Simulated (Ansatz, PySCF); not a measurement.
Dissociation curve of Be2, singlet.

- RKS-B3LYP/3-21G = PySCF with restricted B3LYP/3-21G
- UHF/def2-SVP (Ansatz, a quantum-chemistry and plane-wave program)
- RKS-PBE0 = Ansatz with restricted PBE0/def2-SVP
- UKS-PBE0 = unrestricted PBE0/def2-SVP in Ansatz

Energies relative to the lowest point of each curve near equilibrium, in eV:

```
R / Å  RKS-B3LYP/3-21G    UHF  RKS-PBE0
-----  ---------------  -----  --------
1.89             0.727  0.503     0.830
2.03             0.352  0.162     0.404
2.15             0.170  0.032     0.191
2.27             0.070  0.000     0.072
2.39             0.021  0.028     0.016
2.59             0.000  0.136     0.004
2.63             0.001  0.159     0.008
4.12             0.125  0.401     0.260
5.54             0.146  0.395     0.294
6.25             0.147  0.394     0.297
6.78             0.147  0.394     0.298
7.48             0.146  0.394     0.299
```

Estimate the UKS-PBE0 values at these points.

1.89: 0.540; 2.03: 0.200; 2.15: 0.057; 2.27: 0.001; 2.39: 0.000; 2.59: 0.057; 2.63: 0.073; 4.12: 0.365; 5.54: 0.398; 6.25: 0.402; 6.78: 0.403; 7.48: 0.404 (eV).

The unrestricted determinant behind UHF is spin-contaminated at 1.89 to 7.48 Å (<S²> up to 0.9, against 0.00 for a pure singlet). The unrestricted determinant behind UKS-PBE0 is spin-contaminated at 1.89 to 2.92 Å (<S²> up to 0.8, against 0.00 for a pure singlet).
